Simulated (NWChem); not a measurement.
# C3H5F3; SMILES C[C@@H](F)C(F)F

```xyz
11

C     -0.7507    -1.7488     0.3733
C      0.3112    -0.6637     0.3849
F      1.1237    -0.8050    -0.7334
C     -0.2790     0.7397     0.3582
F      0.7244     1.6608     0.3253
F     -1.0459     0.9069    -0.7586
H     -1.3843    -1.6415    -0.5114
H     -0.2728    -2.7320     0.3510
H     -1.3814    -1.6920     1.2678
H      0.9502    -0.7383     1.2747
H     -0.9040     0.9377     1.2384
```
Atoms are numbered in this order, from 1.

Program: NWChem. Pople sets run with spherical d functions. STO-3G and 3-21G are far too small for this property and stand as cheap habits. The geometry was optimised at B3LYP/6-31G* (spherical d). Field at 589 nm.

```tsv
level	isotropic polarisability (bohr³)	anisotropy (bohr³)
B3LYP/STO-3G	18.4	1.7
B3LYP/6-31G*	34.1	…
B3LYP/def2-SVP	34.2	3.6
```

Question: Some entries are withheld; supply them.

Answer: 
- B3LYP/6-31G*, anisotropy (bohr³): 3.2
